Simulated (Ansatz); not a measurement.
`FB[SiH2]S` + `N[SiH3]` → `[SiH3]N[SiH2]S` + `BF`  (cleavage of the Si–B bond)

Gas-phase electronic energies from Ansatz, PBE0-D4/def2-TZVP geometries. CBS: MP2 limit from def2 TZ/QZ plus the TZ coupled-cluster correction, frozen cores. This one scheme is used for every species. Functionals use def2-TZVPP. B3LYP here is the variant with VWN-RPA as its local correlation; programs differ in this. One conformer a species, not always the lowest.

Is it downhill or uphill in electronic energy at CCSD(T)/CBS, and by how much? (An estimate is asked.)

The calculation gave: Downhill: ΔE = -23.4 kcal/mol.

What do these levels give: PBE-D4, B3LYP-D4, ωB97X-V, r2SCAN, B3LYP, SCS-MP2/def2-QZVPP? (Estimate.)

The calculation gave: PBE-D4 -18.6, B3LYP-D4 -22.7, ωB97X-V -22.3, r2SCAN -21.1, B3LYP -21.1, SCS-MP2/def2-QZVPP -25.5 kcal/mol.

Largest T1 diagnostic among the species: 0.014.

From PBE to PBE0 (25 % exact exchange), in def2-TZVPP and without D4, ΔE moves by −2.0 kcal/mol. The D4 term adds −1.6 kcal/mol with B3LYP and −0.9 kcal/mol with PBE0; it sums over pairs of atoms, weighted by their polarisabilities, and B3LYP, whose exchange is more repulsive, gets the larger term.
